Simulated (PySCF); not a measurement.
A geometry optimisation on `N[Si@H](O)[Se][SiH3]`.

Computed with PBE0-D3(BJ)/def2-SVP geometry optimisation, gas phase (PySCF 2.14.0). Start geometry: GFN2-xTB. The command runs a driver script over a list of jobs; the input below is this job's line of settings and its coordinates in Å.

Command:
```bash
OMP_NUM_THREADS=1 python probes_run.py task.json out
```

Input:
```
{"job": {"xc": "PBE0", "basis": "def2-SVP", "d3": "d3bj", "grid": 1, "shake": 0.01, "kind": "geom"}, "charge": 0, "multiplicity": 1}
N     -2.111960    -0.833070     1.142360
Si    -1.026610     0.058980     0.163550
O     -1.078530    -0.464420    -1.372000
Se     1.025370    -0.384740     1.192790
Si     2.397490     0.619530    -0.275860
H     -3.119440    -0.745780     0.927040
H     -1.970910    -0.836260     2.133690
H     -1.139190     1.502820    -0.042050
H     -0.968090    -1.385920    -1.542030
H      2.059750     2.041610    -0.325660
H      2.242810     0.000750    -1.567750
H      3.729010     0.398210     0.301750
```

Output:
```
step   0  E = -3113.59935726  max force = 0.021717
step   1  E = -3113.60435371  max force = 0.007583
step   2  E = -3113.60516909  max force = 0.002760
step   3  E = -3113.60539989  max force = 0.000892
step   4  E = -3113.60558025  max force = 0.002360
step   5  E = -3113.60570140  max force = 0.001855
step   6  E = -3113.60577313  max force = 0.000461
step   7  E = -3113.60581383  max force = 0.000692
step   8  E = -3113.60583839  max force = 0.001114
step   9  E = -3113.60587389  max force = 0.001139
step  10  E = -3113.60591682  max force = 0.000777
step  11  E = -3113.60597242  max force = 0.000804
step  12  E = -3113.60606705  max force = 0.001486
step  13  E = -3113.60610343  max force = 0.000939
step  14  E = -3113.60612786  max force = 0.000390
step  15  E = -3113.60613550  max force = 0.000589
step  16  E = -3113.60614490  max force = 0.000991
step  17  E = -3113.60614660  max force = 0.000644
step  18  E = -3113.60614666  max force = 0.000341
optimisation converged
```

Energies in Eh; «max force» is the largest Cartesian gradient component in Eh/bohr.

**Question.** How much energy does the optimisation release, in eV?

**Answer.** E(step 0) − E(last step) = 0.006789 Eh, which is 0.185 eV.

**Question.** Give the first gradient maximum in eV/Å.

**Answer.** With 1 Eh/bohr = 51.422 eV/Å, 1.117 eV/Å.

Main results: final energy -3113.60615 Eh after 18 steps; dipole 1.79 D.

**Question.** Where do the atoms end?

**Answer.** 0.405 Å rms from the input after alignment:
```
atom  x, y, z in Å
N1    -2.1147   -0.6662    1.1031
Si2   -0.8963   -0.1913   -0.0094
O3    -1.0250   -1.0881   -1.3982
Se4    1.0289   -0.5237    1.1767
Si5    2.2852    0.8885   -0.1065
H6    -3.0869   -0.7080    0.8170
H7    -2.0185   -0.4629    2.0910
H8    -0.9031    1.2047   -0.5260
H9    -0.9628   -2.0417   -1.2789
H10    1.9688    2.3182    0.1846
H11    2.0502    0.6237   -1.5562
H12    3.7099    0.6136    0.2374
```

**Question.** Estimate the wall time. Hardware: one thread, Arm Neoverse V1 (aarch64), shared host with 64 logical CPUs at a one-minute load of 35. And the peak memory of the process?

**Answer.** About 2.6 min, with 0.55 GiB resident at the peak, the Python interpreter and its libraries included.
Labels such as C1 count atoms from 1, the log's own numbers from 0.
